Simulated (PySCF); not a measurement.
From one molecule to another.

First species: isopropenylcyclopropane, C₆H₁₀.
SMILES with atom numbers: `[CH2:1]=[C:2]([CH3:3])[CH:4]1[CH2:5][CH2:6]1` (hydrogens: H7, H8 on C1; H9, H10, H11 on C3; H12 on C4; H13, H14 on C5; H15, H16 on C6)

Geometry (GFN2-xTB, Å), atoms numbered from 1 in this order:
```xyz
16
C6H10 angstrom
C      0.5460   -1.4657   -0.6782
C      0.7164   -0.2414   -0.1984
C      2.0724    0.3956   -0.1187
C     -0.3929    0.6075    0.2990
C     -1.5672    0.0067    1.0272
C     -1.7555    0.5660   -0.3424
H     -0.4201   -1.9359   -0.7408
H      1.3767   -2.0526   -1.0306
H      2.3073    0.6511    0.9143
H      2.0900    1.3163   -0.7017
H      2.8414   -0.2727   -0.4963
H     -0.0664    1.5792    0.6508
H     -1.5839   -1.0653    1.1484
H     -1.9751    0.5472    1.8681
H     -2.2942    1.4951   -0.4519
H     -1.9028   -0.1221   -1.1601
```

Second species: C7H16N2.
Structure used (GFN2-xTB), in Å, numbered top down from 1:
```
atom  x, y, z in Å
C1    -2.732    1.350    0.290
C2    -2.137    0.130    0.977
N3    -0.924   -0.290    0.302
C4    -0.418   -1.572    0.766
C5     0.759   -1.989   -0.116
C6     1.834   -0.904   -0.101
C7     1.185    0.444   -0.451
C8     2.179    1.596   -0.366
N9     0.058    0.723    0.422
H10   -3.643    1.659    0.796
H11   -2.016    2.166    0.306
H12   -2.961    1.113   -0.745
H13   -1.944    0.357    2.043
H14   -2.843   -0.703    0.932
H15   -0.091   -1.518    1.824
H16   -1.220   -2.309    0.693
H17    1.164   -2.940    0.233
H18    0.395   -2.120   -1.137
H19    2.626   -1.142   -0.812
H20    2.280   -0.840    0.897
H21    0.774    0.386   -1.465
H22    1.682    2.532   -0.608
H23    2.999    1.439   -1.062
H24    2.587    1.672    0.640
H25    0.395    0.782    1.395
```

Levels: PBE0/pcSseg-1 for HOMO energy, LUMO energy and HOMO–LUMO gap. Geometries: GFN2-xTB. All species are isolated and taken at one optimised geometry, non-relativistic unless stated; the electronic structure was computed with PySCF and density fitting.

Dipoles, sizes and rotational constants follow the conformer. The torsions of the flexible species, by atom-mapped SMILES:
- `[CH2:1]=[C:2]([CH3:3])[CH:4]1[CH2:5][CH2:6]1`: C1–C2–C4–C5 36°

The conformers of `CCN1CCC[C@H](C)N1` aren't listed.

| property | column X | column Y |
| --- | --- | --- |
| HOMO energy | -6.12 eV | -6.66 eV |
| LUMO energy | 1.48 eV | 0.54 eV |
| HOMO–LUMO gap | 7.60 eV | 7.20 eV |

(1) Which column belongs to which species?

(2) How does each property change from the first species to the second?

Results:

(1) Column X is the second species and column Y the first. The first has 16 atoms and 46 electrons, the second 25 and 72.

(2) HOMO energy +0.54 eV; LUMO energy +0.94 eV; HOMO–LUMO gap +0.40 eV.

